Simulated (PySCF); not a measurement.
```xyz
6
charge 0 multiplicity 1, angstrom
Ta    0.0261    0.1432    0.0331
N    -0.1043   -0.5711    1.5680
O     1.4688   -0.7732   -0.8473
O    -1.6473   -0.2043   -0.8473
H     1.9297   -1.4969   -0.4191
H    -2.3341   -0.7185   -0.4191
```

Level of theory: PBE0/[Ta def2-TZVP with ECP60, N def2-TZVP, O def2-TZVP, H def2-TZVP], scalar-relativistic core potentials, density fitting, no spin–orbit coupling, PySCF.

This geometry of TaN(OH)₂ is a stationary point at this level.

What is the point group?

Cs.

Is it a minimum?

Yes: all harmonic wavenumbers are real.

Which band is strongest in the infrared?

647 cm⁻¹ (a''), 349 km/mol.

Give the ideal-gas entropy at 298.15 K and 1 bar by parts.

translation 176.6, rotation 106.8, vibration 34.9, spin 0.0; total 318.4 J/(mol K).

Only a few start shapes were tried, so a lower isomer may exist. Spin–orbit coupling, left out here, can matter for elements this heavy.
